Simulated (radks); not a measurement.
Question: Neutral vanadium, 23 electrons, occupied as [Ne] 3s2 3p5.5 3d3 4s2 4d0.5 (fractional occupations, a model configuration). All-electron calculation, non-relativistic Kohn-Sham, LDA (Slater exchange, VWN5 correlation), spin-polarised, spherical densities, point nucleus; open shells are filled with parallel spins first. Program: a radial shooting solver on a logarithmic mesh with Libxc functionals. Some entries of the table are withheld. Estimate them.

| orbital | occ. | eigenvalue (Ry) | <1/r> (bohr^-1) | r(max) (bohr) |
|---|---|---|---|---|
| 1s up | 1 | -390.9745 | 22.48 | 0.04419 |
| 1s down | 1 | -390.9584 | 22.48 | 0.04419 |
| 2s up | 1 | -44.12986 | 4.721 | 0.2587 |
| 2s down | 1 | -44.02579 | 4.728 | 0.2586 |
| 2p up | 3 | -37.37016 | 4.671 | 0.2090 |
| 2p down | 3 | -37.28273 | 4.677 | 0.2089 |
| 3s up | 1 | -5.56857 | 1.482 | 0.8241 |
| 3s down | 1 | -5.30052 | 1.475 | 0.8249 |
| 3p up | 3 | -3.72484 | 1.364 | 0.8424 |
| 3p down | 2.5 | -3.46434 | 1.354 | 0.8441 |
| 3d up | 3 | -0.85628 | 1.036 | 0.8616 |
| 3d down | 0 | -0.63200 | 0.9916 | 0.8751 |
| 4s up | 1 | -0.56041 | 0.4336 | 2.561 |
| 4s down | 1 | -0.50380 | 0.4103 | 2.674 |
| 4p up | 0 | (1) | 0.3346 | (2) |
| 4p down | 0 | (3) | 0.3138 | (4) |
| 5s up | 0 | -0.08423 | 0.1259 | 8.703 |
| 5s down | 0 | -0.07331 | 0.1200 | 9.160 |
| 4d up | 0.5 | -0.03446 | 0.09697 | 11.58 |
| 4d down | 0 | -0.02773 | 0.09033 | 12.40 |

Answer: 
(1) 4p up eigenvalue (Ry): -0.26529
(2) 4p up r(max) (bohr): 3.164
(3) 4p down eigenvalue (Ry): -0.23450
(4) 4p down r(max) (bohr): 3.349
